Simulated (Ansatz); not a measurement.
Born–Oppenheimer molecular dynamics of CH$_{3}$Te (5 atoms, charge 0, multiplicity 2). It starts from a relaxed structure.

Computed with Ansatz 0.2.0, UKS B3LYP-D4/def2-SVP.

```json
{"ensemble": "NVT, Langevin thermostat", "time step": "0.5 fs", "steps asked": "133", "set temperature": "200 K", "friction": "0.01 /fs", "temperature schedule": "32 steps to 200 K, then 100 steps to 10 K", "seed": "68964"}
```

Frames 5 fs apart, positions in Å, forces in eV/Å.

Velocities at 5.0 fs (Å/ps):

```
C -0.14 4.48 -0.19
Te 0.36 -0.22 -0.20
H -20.83 -2.87 -1.07
H 3.99 3.94 -1.93
H -6.70 10.64 2.33
```

```xyz
5
Properties=species:S:1:pos:R:3:forces:R:3 time_fs=5.0 energy_less_start_eV=0.055 T=74
C -0.206 -0.032 0.000 -0.73 -0.17 -0.48
Te 1.948 0.241 0.075 -0.23 -0.11 -0.02
H -0.587 -1.025 0.276 0.45 -0.14 0.25
H -0.722 0.716 0.606 0.09 0.27 0.28
H -0.588 0.117 -1.028 0.43 0.16 -0.04
5
Properties=species:S:1:pos:R:3:forces:R:3 time_fs=10.0 energy_less_start_eV=0.032 T=89
C -0.215 -0.017 -0.003 -0.60 0.24 -0.10
Te 1.949 0.238 0.077 -0.25 -0.14 0.00
H -0.605 -1.004 0.283 0.39 -0.06 0.18
H -0.686 0.758 0.631 0.21 -0.13 -0.01
H -0.576 0.176 -1.026 0.26 0.09 -0.07
5
Properties=species:S:1:pos:R:3:forces:R:3 time_fs=15.0 energy_less_start_eV=0.024 T=150
C -0.224 0.000 -0.012 0.59 0.29 0.05
Te 1.949 0.232 0.080 0.02 -0.09 0.05
H -0.534 -0.995 0.317 -0.09 -0.10 -0.15
H -0.610 0.778 0.650 -0.23 0.11 0.15
H -0.481 0.259 -1.043 -0.30 -0.21 -0.11
5
Properties=species:S:1:pos:R:3:forces:R:3 time_fs=20.0 energy_less_start_eV=0.073 T=90
C -0.224 0.022 -0.023 0.75 0.11 0.13
Te 1.950 0.226 0.083 0.26 -0.04 0.07
H -0.486 -0.994 0.322 -0.22 0.33 -0.40
H -0.567 0.795 0.682 -0.30 -0.08 -0.18
H -0.430 0.294 -1.073 -0.48 -0.31 0.38
5
Properties=species:S:1:pos:R:3:forces:R:3 time_fs=25.0 energy_less_start_eV=0.026 T=163
C -0.209 0.051 -0.033 0.64 0.09 -0.06
Te 1.953 0.222 0.087 0.27 -0.01 0.02
H -0.502 -0.952 0.247 -0.27 -0.40 0.16
H -0.583 0.806 0.660 -0.35 0.16 0.00
H -0.461 0.268 -1.072 -0.29 0.17 -0.11
5
Properties=species:S:1:pos:R:3:forces:R:3 time_fs=30.0 energy_less_start_eV=0.040 T=131
C -0.192 0.085 -0.046 -0.84 -0.70 -0.09
Te 1.957 0.218 0.091 0.13 -0.08 -0.06
H -0.557 -0.958 0.174 0.46 0.71 0.17
H -0.656 0.821 0.631 -0.01 -0.21 -0.17
H -0.527 0.243 -1.090 0.26 0.28 0.15
5
Properties=species:S:1:pos:R:3:forces:R:3 time_fs=35.0 energy_less_start_eV=0.069 T=121
C -0.188 0.108 -0.062 -0.51 0.56 -0.48
Te 1.962 0.213 0.095 -0.06 0.03 -0.03
H -0.537 -0.886 0.144 -0.04 -1.01 0.53
H -0.736 0.817 0.565 0.20 0.17 0.30
H -0.548 0.261 -1.088 0.40 0.26 -0.31
5
Properties=species:S:1:pos:R:3:forces:R:3 time_fs=40.0 energy_less_start_eV=0.040 T=143
C -0.196 0.136 -0.080 -0.65 -0.81 -0.15
Te 1.967 0.207 0.099 -0.08 0.11 0.10
H -0.513 -0.913 0.195 0.27 0.82 -0.33
H -0.768 0.842 0.538 0.35 0.10 0.21
H -0.463 0.330 -1.137 0.12 -0.22 0.17
5
Properties=species:S:1:pos:R:3:forces:R:3 time_fs=45.0 energy_less_start_eV=0.058 T=138
C -0.210 0.159 -0.096 0.57 0.96 0.15
Te 1.970 0.201 0.103 0.05 0.14 0.15
H -0.452 -0.850 0.190 -0.48 -0.75 -0.14
H -0.724 0.881 0.567 0.26 -0.12 -0.26
H -0.357 0.381 -1.162 -0.40 -0.23 0.10
5
Properties=species:S:1:pos:R:3:forces:R:3 time_fs=50.0 energy_less_start_eV=0.056 T=146
C -0.207 0.190 -0.113 0.96 -1.02 -0.10
Te 1.973 0.195 0.108 0.12 0.06 0.10
H -0.469 -0.869 0.117 -0.22 0.62 -0.14
H -0.635 0.908 0.573 -0.41 0.27 0.16
H -0.340 0.403 -1.177 -0.45 0.07 -0.01
5
Properties=species:S:1:pos:R:3:forces:R:3 time_fs=55.0 energy_less_start_eV=0.027 T=183
C -0.185 0.210 -0.132 0.08 0.63 -0.01
Te 1.976 0.190 0.113 0.11 -0.03 -0.05
H -0.537 -0.808 0.027 -0.22 -0.24 0.35
H -0.606 0.966 0.571 -0.02 -0.57 -0.47
H -0.408 0.445 -1.188 0.05 0.20 0.18
5
Properties=species:S:1:pos:R:3:forces:R:3 time_fs=60.0 energy_less_start_eV=0.044 T=144
C -0.162 0.232 -0.151 -0.62 -0.85 -0.44
Te 1.979 0.185 0.117 0.04 -0.01 -0.09
H -0.642 -0.757 0.003 0.37 0.24 0.16
H -0.605 0.960 0.510 -0.19 0.48 0.58
H -0.456 0.530 -1.167 0.39 0.14 -0.21
```

Of the whole run (66 fs, mean temperature of the second half 149 K): The schedule's set-point averaged 71 K over the second half and the system 149 K, so it lags behind the ramp. A run of 0.067 ps of so small a system gives no equilibrium averages.

Time of the run: 8.5 min on 1 thread of Arm Neoverse V2 (shared host), peak memory 0.14 GiB.
